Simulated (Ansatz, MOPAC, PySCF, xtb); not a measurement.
Lewis adduct: AlH3 (SMILES [AlH3]) (first 4 atoms) with H2S (SMILES S); geometry from B3LYP-D3(BJ)/def2-TZVP, rigid monomers moved along the line of their centres of mass till Al1···S5 is 2.32 Å.
(charge 0, multiplicity 1):
```xyz
7

Al    -0.2520    -0.1264     0.4923
H     -1.0017    -1.4932     0.8004
H     -1.1170     1.1968     0.3387
H      1.1968    -0.1837    -0.1560
S      0.4970     0.3594     2.6321
H      1.0028    -0.8493     2.9343
H     -0.6500     0.1236     3.2932
```

Counterpoise-corrected where a basis set is named; no monomer relaxation. Rows marked so take none.

Correlated levels freeze the cores. Rows in 6-31G* carry no dispersion term and start afresh at each structure (6-31G* with six Cartesian d functions). MP2/6-31G* freezes PySCF's default core. The state reached by PM3 isn't checked.

Codes used: Ansatz (Gaussian orbitals); MOPAC for PM3 (differences of heats of formation); PySCF for 6-31G* rows, the dispersion terms; xtb for the GFN methods. 

```json
[
 {"level": "PM3", "interaction energy (kJ/mol)": "-145.8"},
 {"level": "GFN2-xTB", "interaction energy (kJ/mol)": "-76.8"},
 {"level": "HF/aug-cc-pV(T+d)Z", "interaction energy (kJ/mol)": "-23.4"},
 {"level": "r2SCAN-D3(BJ)/def2-TZVPPD", "interaction energy (kJ/mol)": "-61.9"},
 {"level": "B3LYP/6-31G* (no counterpoise)", "interaction energy (kJ/mol)": "-39.3"},
 {"level": "M06-2X/6-31G* (no counterpoise)", "interaction energy (kJ/mol)": "-57.0"},
 {"level": "wB97X-V/def2-TZVPPD", "interaction energy (kJ/mol)": "-52.6"},
 {"level": "MP2/6-31G*", "interaction energy (kJ/mol)": "___"},
 {"level": "CCSD/aug-cc-pV(T+d)Z", "interaction energy (kJ/mol)": "___"}
]
```

Problem. Complete the blanks.

Solution. 
- MP2/6-31G*, interaction energy (kJ/mol): -29.3
- CCSD/aug-cc-pV(T+d)Z, interaction energy (kJ/mol): -42.0

Ansatz is a quantum-chemistry and plane-wave program.
